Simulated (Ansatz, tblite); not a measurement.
Removing and adding an electron: `Cc1csc(-c2sc(-c3sc(-c4sc(-c5sccc5C)cc4C)cc3C)cc2C)c1`. Total charge 0; singlet. Geometry: r2SCAN-D4/def2-SVP. Ansatz, gas phase; energy differences of separate SCF runs; the oxidised species was run as a doublet alone; the reduced species was run as a doublet alone.

Cartesian coordinates in Å:
```
C -8.747 2.357 -1.465
C -7.706 2.564 -0.407
C -7.892 3.311 0.738
S -6.500 3.319 1.753
C -5.608 2.295 0.647
C -4.245 1.888 0.890
S -3.339 1.190 -0.432
C -1.919 0.951 0.559
C -0.714 0.340 0.065
S 0.485 -0.184 1.225
C 1.568 -0.747 -0.025
C 2.859 -1.314 0.262
S 4.003 -1.486 -1.049
C 5.212 -2.196 -0.010
C 6.494 -2.640 -0.499
S 7.473 -3.662 0.529
C 8.737 -3.735 -0.634
C 8.423 -3.020 -1.765
C 7.146 -2.388 -1.710
C 6.602 -1.547 -2.824
C 4.723 -2.273 1.288
C 3.407 -1.781 1.462
C 2.708 -1.775 2.787
C 0.989 -0.534 -1.272
C -0.290 0.070 -1.242
C -1.080 0.371 -2.479
C -2.169 1.414 1.846
C -3.465 1.946 2.049
C -3.917 2.507 3.363
C -6.404 1.990 -0.450
H -9.023 1.292 -1.547
H -9.662 2.926 -1.246
H -8.378 2.673 -2.454
H -8.788 3.852 1.044
H 9.641 -4.305 -0.421
H 9.091 -2.937 -2.625
H 5.739 -2.025 -3.319
H 7.373 -1.380 -3.590
H 6.260 -0.562 -2.465
H 5.316 -2.677 2.112
H 3.294 -2.331 3.533
H 1.709 -2.236 2.725
H 2.565 -0.750 3.170
H 1.484 -0.823 -2.202
H -0.475 0.184 -3.377
H -1.416 1.420 -2.505
H -1.983 -0.258 -2.547
H -1.415 1.378 2.636
H -4.063 3.599 3.311
H -4.875 2.070 3.687
H -3.169 2.308 4.144
H -6.057 1.350 -1.265
```

The xTB rows come from tblite. Single mean-field runs in def2-TZVP are fitted with def2-universal-jkfit.

| level | −HOMO (eV) | vertical IE (eV) | −LUMO (eV) | vertical EA (eV) | HOMO–LUMO gap (eV) | IE − EA (eV) |
| --- | --- | --- | --- | --- | --- | --- |
| GFN1-xTB | 10.06 | 11.60 | 8.40 | 6.84 | 1.66 | 4.76 |
| GFN2-xTB | 9.39 | 10.91 | 7.78 | 6.29 | 1.61 | 4.61 |

Problem. Estimate the rows for PBE-D4/def2-TZVP, PBE0-D4/def2-TZVP.

Solution. 
```csv
level,−HOMO (eV),vertical IE (eV),−LUMO (eV),vertical EA (eV),HOMO–LUMO gap (eV),IE − EA (eV),remarks
PBE-D4/def2-TZVP,4.31,5.81,2.57,1.18,1.74,4.63,HOMO above zero (-1 doublet)
PBE0-D4/def2-TZVP,5.02,6.03,2.01,1.09,3.01,4.94,–
```

   A HOMO above zero means that the electron is unbound at that level or that self-interaction error raises the level; the energy of removing that electron tells which. Raw xTB energy differences between charge states are shifted by several eV; the methods need an empirical correction for them. Sets without diffuse functions give affinities that are too small.
